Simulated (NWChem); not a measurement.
Molecule: AlHSeF2; SMILES [Al]([F])([F])[SeH]

```xyz
5

Al     0.0022    -0.9862     0.0000
F     -1.3973    -1.8653     0.0000
F      1.4469    -1.7916     0.0000
Se    -0.0734     1.2958     0.0000
H      1.3979     1.3503     0.0000
```
Atoms are numbered in this order, from 1.

Geometry: optimised at PBE0/def2-SVP.

Spin-orbit effects, on the heavy nuclei and on their neighbours, are missing.

**Question.** Give the principal values of the shielding tensors (ppm) of Al1, F2, F3, Se4 from LDA (Slater exchange, VWN5)/pcSseg-1, GIAO (NWChem), with their diamagnetic and paramagnetic parts as GIAO splits them.

**Answer.** 
```tsv
atom	σ11	σ22	σ33	isotropic	diamagnetic	paramagnetic
Al1	358.6	385.1	498.9	414.2	795.4	-381.2
F2	217.9	256.0	426.4	300.1	468.3	-168.3
F3	217.5	246.5	426.8	296.9	468.5	-171.6
Se4	2160.8	2177.2	2579.8	2305.9	2999.9	-693.9
```
